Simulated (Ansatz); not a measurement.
`C[SiH2][SnH3]` + CH₃SH → `C[S][SnH3]` + `C[SiH3]` at 298.15 K and 1 bar (cleavage of the Sn–Si bond).

Program: Ansatz. Geometries: PBE0-D4/def2-TZVP. ΔE: electronic, gas phase. CCSD(T)/CBS is the MP2 limit (def2-TZVPP, def2-QZVPP) plus CCSD(T) − MP2 in def2-TZVPP, frozen cores. This one scheme is used for every species. Elements past krypton have def2 core potentials. For Sn outer-core shells are correlated without core-valence functions, which leaves a few kJ/mol of doubt a bond.

```tsv
species	CCSD(T)/CBS energy (Eh)	H − E (kJ/mol)	S (J/(mol·K))
`C[SiH2][SnH3]`	-545.95955	215.2	355.2
CH₃SH	-438.22835	133.0	253.2
`C[S][SnH3]`	-653.46026	174.1	339.7
`C[SiH3]`	-330.73916	173.3	255.5
```

H − E and S are ideal-gas, rigid-rotor, harmonic terms from PBE0-D4/def2-TZVP. 1 Eh = 2625.50 kJ/mol, R = 8.31446 J/(mol·K).

Question: By hand: ΔE, ΔH, ΔS and ΔG.

Answer: ΔE = (-653.46026) + (-330.73916) − (-545.95955) − (-438.22835) = -0.01152 Eh = -30.2 kJ/mol. Δ(H − E) = 174.1 + 173.3 − 215.2 − 133.0 = -0.8, so ΔH = -31.0 kJ/mol. ΔS = 339.7 + 255.5 − 355.2 − 253.2 = -13.2 J/(mol·K). ΔG = -31.0 − 298.15 × (-13.2)/1000 = -27.1 kJ/mol.

Question: By hand: the equilibrium constant, and the temperature at which ΔG would vanish if ΔH and ΔS stayed fixed.

Answer: log₁₀ K = −ΔG/(RT ln 10) = 4.7. ΔG = 0 at ΔH/ΔS = 2348 K, though so small a ΔS makes that figure unsure.

The number of gas molecules stays the same, so ΔS is small and ΔH decides. A doubt of 5 kJ/mol in ΔE shifts log₁₀ K by 0.9 here. These are equilibria of isolated gas molecules and say nothing of rates. Largest T1 diagnostic: 0.012 (customary marks: 0.02 for closed shells, 0.045 for open ones).
